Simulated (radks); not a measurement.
Valence configurations of Ga II (all share [Ar]). Calculated with a radial shooting solver on a logarithmic mesh with Libxc functionals: scalar-relativistic Kohn-Sham, PBE, spin-polarised, spherical densities, point nucleus; open shells are filled with parallel spins first. Order these by energy: 3d10 4p2; 3d10 4s1 4p1; 3d9 4s2 4p1; 3d10 4s0.5 4p1.5; 3d10 4s2; 3d10 4s1.5 4p0.5; 3d8 4s1 4p3; 3d9.5 4s2 4p0.5; 3d7 4s2 4p3; 3d8 4s2 4p2.

Answer. From the lowest, in eV above it: 3d10 4s2 0.000; 3d10 4s1.5 4p0.5 3.400; 3d10 4s1 4p1 6.363; 3d9.5 4s2 4p0.5 9.921; 3d10 4s0.5 4p1.5 10.161; 3d10 4p2 13.988; 3d9 4s2 4p1 21.399; 3d8 4s2 4p2 49.344; 3d8 4s1 4p3 55.408; 3d7 4s2 4p3 84.361. NIST lists [Ar] 3d10 4s2 as the ground configuration; this level of theory agrees among the configurations tried. The energies are those of spherical high-spin densities, not of single terms.
